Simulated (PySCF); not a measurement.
H$_{3}$Cl$_{3}$Si$_{2}$, singlet, geometry from GFN2-xTB.

Here is a job for PySCF.
```python
from pyscf import gto, scf, dft

mol = gto.Mole()
mol.atom = '''
    Si    1.495484    0.218203   -0.368731
    Cl    2.578507   -0.468977    1.183449
    Si   -0.755927    0.277323    0.206464
    Cl   -1.729141    1.511629   -1.073094
    Cl   -1.617552   -1.548728    0.061887
    H     1.786887   -0.647896   -1.513954
    H     2.001654    1.553584   -0.690043
    H    -1.083176    0.760241    1.547625
'''
mol.basis = 'sto-3g'
mol.charge = 0
mol.spin = 0
mol.verbose = 4
mol.max_memory = 1800
mol.build()

mf = dft.RKS(mol)
mf.xc = 'pbe'
mf = mf.density_fit(auxbasis='def2-universal-jkfit')
mf.kernel()
```

### Question
What does this run give for the dipole moment, Mulliken (on the basis functions themselves) charges in atom order, total energy, HOMO energy?

### Answer

```
Quantity                                                                                                                                       Result
------------------------------------------------------------------  ---------------------------------------------------------------------------------
dipole moment                                                                                                                                  1.75 D
Mulliken (on the basis functions themselves) charges in atom order  Si1 0.50, Cl2 -0.31, Si3 0.60, Cl4 -0.30, Cl5 -0.29, H6 -0.07, H7 -0.07, H8 -0.06
total energy                                                                                                                            -1938.8580 Eh
HOMO energy                                                                                                                                  -5.21 eV
```
